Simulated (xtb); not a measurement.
xtb input (GFN1-xTB):

```bash
xtb mol.xyz --gfn 1 --sp --chrg 0 --uhf 0
```
mol.xyz:
```
10

O     -2.87744110     0.01366785     0.10108136
C     -1.94775120    -0.75697699     0.05935254
C     -0.53504450    -0.34402791     0.01469319
C     -0.09071362     0.95251776     0.01445650
S      1.61247492     0.98325368    -0.04491507
C      1.62296664    -0.75503532    -0.06585913
N      0.45087463    -1.30128969    -0.03121672
H     -2.09422763    -1.85295898     0.05151674
H     -0.69078089     1.84628298     0.04608195
H      2.55207220    -1.30456311    -0.10495011
```

Output:

```
           -------------------------------------------------
          |                Calculation Setup                |
           -------------------------------------------------

           -------------------------------------------------
          |                 G F N 1 - x T B                 |
           -------------------------------------------------

        Reference                      10.1021/acs.jctc.7b00118
      * Hamiltonian:
        H0-scaling (s, p, d)           1.850000    2.250000    2.000000
        zeta-weighting                 0.000000
      * Dispersion:
        s8                             2.400000
        a1                             0.630000
        a2                             5.000000
        s9                             0.000000
      * Repulsion:
        kExp                           1.500000
        rExp                           1.000000
      * Coulomb:
        alpha                          2.000000
        third order                    atomic
        anisotropic                    false
      * Halogen bond correction:
        rad-scale                      1.300000
        damping                        0.440000

          ...................................................
          :                      SETUP                      :
          :.................................................:
          :  # basis functions                  40          :
          :  # atomic orbitals                  39          :
          :  # shells                           21          :
          :  # electrons                        36          :
          :  # halogen bonds                     0          :
          :  max. iterations                   250          :
          :  Hamiltonian                  GFN1-xTB          :
          :  restarted?                      false          :
          :  GBSA solvation                  false          :
          :  PC potential                    false          :
          :  electronic temp.          300.0000000     K    :
          :  accuracy                    1.0000000          :
          :  -> integral cutoff          0.2500000E+02      :
          :  -> integral neglect         0.1000000E-07      :
          :  -> SCF convergence          0.1000000E-05 Eh   :
          :  -> wf. convergence          0.2000000E-04 e    :
          :  Broyden damping             0.4000000          :
          :  net charge                          0          :
          :  unpaired electrons                  0          :
          ...................................................

 iter      E             dE          RMSdq      gap      omega  full diag
   1    -21.7720333 -0.217720E+02  0.863E+00    3.53       0.0  T
   2    -21.8330688 -0.610355E-01  0.524E+00    3.33       1.0  T
   3    -21.8272405  0.582832E-02  0.162E+00    3.40       1.0  T
   4    -21.8351986 -0.795812E-02  0.408E-01    3.38       1.0  T
   5    -21.8374426 -0.224397E-02  0.710E-02    3.34       1.0  T
   6    -21.8374738 -0.312322E-04  0.190E-02    3.36       1.7  T
   7    -21.8374774 -0.354008E-05  0.406E-03    3.36       7.8  T
   8    -21.8374775 -0.126062E-06  0.863E-04    3.36      36.7  T
   9    -21.8374775 -0.285773E-08  0.632E-04    3.36      50.1  T
  10    -21.8374775 -0.330016E-08  0.140E-04    3.36     225.5  T
  11    -21.8374775 -0.482423E-10  0.553E-05    3.36     571.5  T

   *** convergence criteria satisfied after 11 iterations ***

         #    Occupation            Energy/Eh            Energy/eV
      -------------------------------------------------------------
         1        2.0000           -0.9326954             -25.3799
       ...           ...                  ...                  ...
        12        2.0000           -0.5422691             -14.7559
        13        2.0000           -0.5378655             -14.6361
        14        2.0000           -0.5354114             -14.5693
        15        2.0000           -0.4750955             -12.9280
        16        2.0000           -0.4573117             -12.4441
        17        2.0000           -0.4527616             -12.3203
        18        2.0000           -0.4460660             -12.1381 (HOMO)
        19                         -0.3227029              -8.7812 (LUMO)
        20                         -0.2914902              -7.9319
        21                         -0.2317824              -6.3071
        22                         -0.2003013              -5.4505
        23                         -0.1648734              -4.4864
       ...                                ...                  ...
        39                          0.7000674              19.0498
      -------------------------------------------------------------
                  HL-Gap            0.1233630 Eh            3.3569 eV
             Fermi-level           -0.3843844 Eh          -10.4596 eV

 SCC (total)                   0 d,  0 h,  0 min,  0.017 sec
 SCC setup                      ...        0 min,  0.000 sec (  2.569%)
 Dispersion                     ...        0 min,  0.000 sec (  0.295%)
 classical contributions        ...        0 min,  0.000 sec (  0.139%)
 integral evaluation            ...        0 min,  0.003 sec ( 20.182%)
 iterations                     ...        0 min,  0.006 sec ( 34.233%)
 molecular gradient             ...        0 min,  0.007 sec ( 41.489%)
 printout                       ...        0 min,  0.000 sec (  0.973%)

         :::::::::::::::::::::::::::::::::::::::::::::::::::::
         ::                     SUMMARY                     ::
         :::::::::::::::::::::::::::::::::::::::::::::::::::::
         :: total energy             -21.615866018162 Eh    ::
         :: gradient norm              0.019853813192 Eh/a0 ::
         :: HOMO-LUMO gap              3.356878225046 eV    ::
         ::.................................................::
         :: SCC energy               -21.837477486352 Eh    ::
         :: -> electrostatic           0.065923202656 Eh    ::
         :: repulsion energy           0.226011708474 Eh    ::
         :: dispersion energy         -0.004400240284 Eh    ::
         :: halogen bond corr.         0.000000000000 Eh    ::
         :: add. restraining           0.000000000000 Eh    ::
         :: total charge              -0.000000000000 e     ::
         :::::::::::::::::::::::::::::::::::::::::::::::::::::

           -------------------------------------------------
          |                Property Printout                |
           -------------------------------------------------

    * Orbital Energies and Occupations

         #    Occupation            Energy/Eh            Energy/eV
      -------------------------------------------------------------
         1        2.0000           -0.9326954             -25.3799
       ...           ...                  ...                  ...
         6        2.0000           -0.6425718             -17.4853
         7        2.0000           -0.6235022             -16.9664
         8        2.0000           -0.6066584             -16.5080
         9        2.0000           -0.5832518             -15.8711
        10        2.0000           -0.5795523             -15.7704
        11        2.0000           -0.5498080             -14.9610
        12        2.0000           -0.5422691             -14.7559
        13        2.0000           -0.5378655             -14.6361
        14        2.0000           -0.5354114             -14.5693
        15        2.0000           -0.4750955             -12.9280
        16        2.0000           -0.4573117             -12.4441
        17        2.0000           -0.4527616             -12.3203
Note: The following floating-point exceptions are signalling: IEEE_DENORMAL
normal termination of xtb
        18        2.0000           -0.4460660             -12.1381 (HOMO)
        19                         -0.3227029              -8.7812 (LUMO)
        20                         -0.2914902              -7.9319
        21                         -0.2317824              -6.3071
        22                         -0.2003013              -5.4505
        23                         -0.1648734              -4.4864
        24                         -0.1187099              -3.2303
        25                         -0.1117041              -3.0396
        26                         -0.1051843              -2.8622
        27                         -0.0845577              -2.3009
        28                         -0.0623144              -1.6957
        29                         -0.0575060              -1.5648
       ...                                ...                  ...
        39                          0.7000674              19.0498
      -------------------------------------------------------------
                  HL-Gap            0.1233630 Eh            3.3569 eV
             Fermi-level           -0.3843844 Eh          -10.4596 eV

  Mulliken/CM5 charges         n(s)   n(p)   n(d)
     1O    -0.48604 -0.53871   1.730  4.756  0.000
     2C     0.37893  0.37382   1.039  2.582  0.000
     3C     0.08115  0.14713   1.057  2.862  0.000
     4C     0.03785  0.01010   1.069  2.893  0.000
     5S    -0.00942 -0.04086   1.916  4.072  0.021
     6C     0.18969  0.23801   1.034  2.777  0.000
     7N    -0.33544 -0.52263   1.552  3.784  0.000
     8H     0.02416  0.08915   0.976  0.000  0.000
     9H     0.07204  0.13134   0.928  0.000  0.000
    10H     0.04707  0.11265   0.953  0.000  0.000

Wiberg/Mayer (AO) data.
largest (>0.10) Wiberg bond orders for each atom

 ---------------------------------------------------------------------------
     #   Z sym  total        # sym  WBO       # sym  WBO       # sym  WBO
 ---------------------------------------------------------------------------
     1   8 O    1.993 --     2 C    1.799
     2   6 C    3.869 --     1 O    1.799     3 C    1.053     8 H    0.943
     3   6 C    3.961 --     4 C    1.554     7 N    1.191     2 C    1.053
     4   6 C    3.959 --     3 C    1.554     5 S    1.218     9 H    0.971
     5  16 S    2.593 --     4 C    1.218     6 C    1.145     7 N    0.114
     6   6 C    3.948 --     7 N    1.680     5 S    1.145    10 H    0.973
     7   7 N    3.066 --     6 C    1.680     3 C    1.191     5 S    0.114
     8   1 H    1.013 --     2 C    0.943
     9   1 H    0.999 --     4 C    0.971
    10   1 H    1.010 --     6 C    0.973
 ---------------------------------------------------------------------------

Topologies differ in total number of bonds
Writing topology from bond orders to xtbtopo.mol

 dipole moment from electron density (au)
     X       Y       Z
   1.7715   0.1909  -0.0599  total (Debye):    4.531

           -------------------------------------------------
          | TOTAL ENERGY              -21.615866018162 Eh   |
          | GRADIENT NORM               0.019853813192 Eh/α |
          | HOMO-LUMO GAP               3.356878225046 eV   |
           -------------------------------------------------

------------------------------------------------------------------------
------------------------------------------------------------------------
 total:
 SCF:
```
